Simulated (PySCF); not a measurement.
P³⁺ (phosphorus, charge +3): B97-3 calculation

Configuration: [Ne] 3s2, closed-shell 1S. Calculation: PySCF 2.14, in aug-cc-pV(5+d)Z (8s7p6d4f3g2h, 136 functions); the non-relativistic Hamiltonian (point nucleus).

```
Total energy                                     : -339.0206 hartree
One-electron energy                              : -451.7769 hartree
Hartree (Coulomb) energy                         : 134.8577 hartree
Exchange-correlation energy                      : -22.1014 hartree
Kinetic energy                                   : 338.58121 hartree
⟨S²⟩                                             : 0.0000
⟨L²⟩                                             : 0.000
Sum of ⟨r⟩                                       : 7.495 bohr
Sum of ⟨r²⟩                                      : 8.826 bohr²
Density at the nucleus (Gaussians lack the cusp) : 2180 bohr⁻³
Langevin diamagnetic susceptibility              : -6.99 ×10⁻⁶ cm³/mol
```

```csv
shell,electrons,mean orbital energy (hartree),"rms radius, mean of both spins (bohr)"
1s,2,-78.80004,0.120
2s,2,-8.10306,0.565
2p,6,-6.22974,0.540
3s,2,-1.72356,1.79
```
